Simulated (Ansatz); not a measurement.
`FC[SiH](F)S` and `C#C[SiH](F)CF` differ in one atom or group.

Ansatz, PBE0-D4/def2-TZVP geometries, multiplicity 1. Each molecule was computed in one conformer, which needn't be the lowest.

| property | `FC[SiH](F)S` |
| --- | --- |
| HOMO energy (ωB97M-V/def2-TZVPP) / eV | -10.22 |
| ideal-gas entropy at 298 K and 1 bar (rigid rotor, harmonic PBE0-D4/def2-TZVP) / J/(mol·K) | 350 |
| HOMO energy (PBE0/def2-TZVPP) / eV | -8.00 |
| LUMO energy (ωB97M-V/def2-TZVPP) / eV | 1.82 |
| LUMO energy (PBE0/def2-TZVPP) / eV | 0.03 |
| zero-point energy (PBE0-D4/def2-TZVP) / kJ/mol | 135.8 |

Q: What does the change do to each property? (Best estimate.)

A: Computed: 
```tsv
property	`C#C[SiH](F)CF`	shift
HOMO energy (ωB97M-V/def2-TZVPP) / eV	-10.71	-0.49
ideal-gas entropy at 298 K and 1 bar (rigid rotor, harmonic PBE0-D4/def2-TZVP) / J/(mol·K)	361	11
HOMO energy (PBE0/def2-TZVPP) / eV	-8.47	-0.47
LUMO energy (ωB97M-V/def2-TZVPP) / eV	1.06	-0.76
LUMO energy (PBE0/def2-TZVPP) / eV	-0.92	-0.95
zero-point energy (PBE0-D4/def2-TZVP) / kJ/mol	160.5	24.7
```

With PBE0 the HOMO falls by 0.47 eV and the LUMO falls by 0.95 eV, so the gap narrows by about 0.48 eV. PBE moves the HOMO by -0.39 eV and ωB97M-V by -0.49 eV. The zero-point energy changes by 24.7 kJ/mol with +3 modes. Modes under 60 cm⁻¹, often nearly free rotors, make the harmonic entropy too high.
